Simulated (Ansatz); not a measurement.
Total energies of `N[Si](N)(O)F`.

| atom | x (Å) | y (Å) | z (Å) |
| --- | --- | --- | --- |
| N1 | 0.863 | 0.073 | 1.297 |
| Si2 | -0.086 | -0.302 | -0.044 |
| N3 | 0.166 | 0.869 | -1.242 |
| O4 | -1.584 | -0.508 | 0.583 |
| F5 | 0.255 | -1.669 | -0.812 |
| H6 | 1.808 | 0.402 | 1.205 |
| H7 | 0.653 | -0.284 | 2.213 |
| H8 | 0.109 | 0.637 | -2.219 |
| H9 | 0.004 | 1.846 | -1.068 |
| H10 | -2.186 | -1.065 | 0.088 |

The species carries charge 0 and has multiplicity 1. Geometry: relaxed with PBE0-D4/def2-TZVP. It is one conformer, not always the lowest. Basis def2-TZVPP, Ansatz 0.2.0.

RPA on PBE orbitals: Hartree–Fock energy of these orbitals -575.34739 Eh, correlation -1.59718 Eh (frozen core).

```tsv
functional	kind	energy without D4 (Eh)	D4 term (kJ/mol)
LDA (SPW92)	LDA	-574.18321	–
PBE	GGA	-576.95738	-19.5
revPBE	GGA	-577.25151	-62.4
BLYP	GGA	-577.35770	-43.6
r2SCAN	meta-GGA	-577.26017	-4.7
B97M-V	meta-GGA with VV10	-577.26969	–
PBE0	global hybrid, 25 % exact exchange	-576.99554	-16.3
B3LYP	global hybrid, 20 %	-577.44457	-31.4
r2SCANh	meta-GGA hybrid, 10 %	-577.24334	-4.9
r2SCAN0	meta-GGA hybrid, 25 %	-577.21915	-5.4
HSE06 (plane-wave form)	screened hybrid	-576.97607	-15.1
BHLYP	global hybrid, 50 %	-577.29058	-23.0
CAM-B3LYP	range-separated hybrid	-577.34243	-16.3
LC-ωPBE	long-range corrected hybrid	-577.17141	–
ωB97X-V	range-separated hybrid GGA with VV10	-577.28033	–
ωB97M-V	range-separated hybrid meta-GGA with VV10	-577.31856	–
B2PLYP	double hybrid	-577.12083	–
PBE-QIDH	double hybrid	-576.88324	–
```

B3LYP takes the VWN-RPA correlation (the form of Gaussian; ORCA's B3LYP/G). HSE06 is the plane-wave form, built on full-range PBE exchange. The double hybrids freeze the cores in their second-order part.

LC-ωPBE has ω = 0.4 bohr⁻¹.
